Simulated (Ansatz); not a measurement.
Born–Oppenheimer molecular dynamics of AlH$_{6}$OPSi (10 atoms, charge 0, multiplicity 1). It starts from a relaxed structure.

Level of theory: RKS B3LYP-D4/STO-3G (Ansatz 0.2.0).

| Quantity | Value |
| --- | --- |
| ensemble | NVE (velocity Verlet) |
| time step | 1 fs |
| steps asked | 400 |
| starting velocities drawn for | 1000 K |
| seed | 621101 |

First frame:

```xyz
10
Properties=species:S:1:pos:R:3
O -2.120 0.624 -0.567
Al -0.578 1.295 -0.314
Si 1.150 -0.212 -0.359
P 0.965 -2.024 0.934
H -2.792 1.393 -0.524
H -0.474 2.773 -0.059
H 1.376 -0.713 -1.700
H 2.409 0.407 0.005
H -0.360 -2.296 0.533
H 0.507 -1.298 2.056
```

Q: How far do the bonds stretch over the last three quarters of this one trajectory? (Pairs bonded in most of those frames.)

A: 
```json
{"bond": "O1–Al2", "mean (Å)": "1.706", "spread (Å)": "0.025", "shortest": "1.64", "longest": "1.78"}
{"bond": "O1–H5", "mean (Å)": "1.025", "spread (Å)": "0.015", "shortest": "1.00", "longest": "1.05"}
{"bond": "Al2–Si3", "mean (Å)": "2.300", "spread (Å)": "0.042", "shortest": "2.22", "longest": "2.38"}
{"bond": "Al2–H6", "mean (Å)": "1.506", "spread (Å)": "0.009", "shortest": "1.49", "longest": "1.52"}
{"bond": "Si3–P4", "mean (Å)": "2.246", "spread (Å)": "0.048", "shortest": "2.16", "longest": "2.37"}
{"bond": "Si3–H7", "mean (Å)": "1.452", "spread (Å)": "0.023", "shortest": "1.41", "longest": "1.49"}
{"bond": "Si3–H8", "mean (Å)": "1.454", "spread (Å)": "0.015", "shortest": "1.43", "longest": "1.48"}
{"bond": "P4–H9", "mean (Å)": "1.433", "spread (Å)": "0.089", "shortest": "1.28", "longest": "1.57"}
{"bond": "P4–H10", "mean (Å)": "1.418", "spread (Å)": "0.050", "shortest": "1.32", "longest": "1.52"}
```

Mean temperature of the second half: 508 K. The conserved energy stayed within 2.1 meV per atom of its start (net change 0.71 meV per atom), so the integration is sound. The temperature averaged 0.51 of the 1000 K drawn at the start: a run that starts near a minimum puts about half its kinetic energy into the potential. A run of 0.4 ps of so small a system gives no equilibrium averages. Limits of this set-up: minimal basis.

Run time: 7.7 min on 1 thread of Intel(R) Xeon(R) 6975P-C (Granite Rapids), on a shared host, peak memory 0.1 GiB.
